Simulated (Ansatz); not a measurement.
Start from `[SiH3][SiH2]SCS` and change one atom or group to get `[SiH3]CSCS`.

Ansatz, PBE0-D4/def2-TZVP geometries, multiplicity 1. Each molecule was computed in one conformer, which needn't be the lowest.

| property | `[SiH3][SiH2]SCS` |
| --- | --- |
| LUMO energy (B3LYP/def2-TZVPP) / eV | -0.80 |
| HOMO–LUMO gap (ωB97M-V/def2-TZVPP) / eV | 10.25 |
| HOMO energy (PBE0/def2-TZVPP) / eV | -6.94 |
| HOMO–LUMO gap (PBE/def2-TZVPP) / eV | 4.28 |
| LUMO energy (PBE/def2-TZVPP) / eV | -1.50 |
| HOMO energy (ωB97M-V/def2-TZVPP) / eV | -9.05 |

Task: Give the same properties after the change, and the shifts. (An estimate is asked.)

Result: Computed: 
| property | `[SiH3]CSCS` | shift |
| --- | --- | --- |
| LUMO energy (B3LYP/def2-TZVPP) / eV | -0.10 | 0.70 |
| HOMO–LUMO gap (ωB97M-V/def2-TZVPP) / eV | 10.53 | 0.28 |
| HOMO energy (PBE0/def2-TZVPP) / eV | -6.50 | 0.44 |
| HOMO–LUMO gap (PBE/def2-TZVPP) / eV | 4.51 | 0.23 |
| LUMO energy (PBE/def2-TZVPP) / eV | -0.80 | 0.70 |
| HOMO energy (ωB97M-V/def2-TZVPP) / eV | -8.70 | 0.35 |

With PBE0 the HOMO rises by 0.44 eV and the LUMO rises by 0.78 eV, so the gap widens by about 0.34 eV. PBE moves the HOMO by 0.48 eV and ωB97M-V by 0.35 eV.

B3LYP here is the variant with VWN-RPA as its local correlation; programs differ in this.
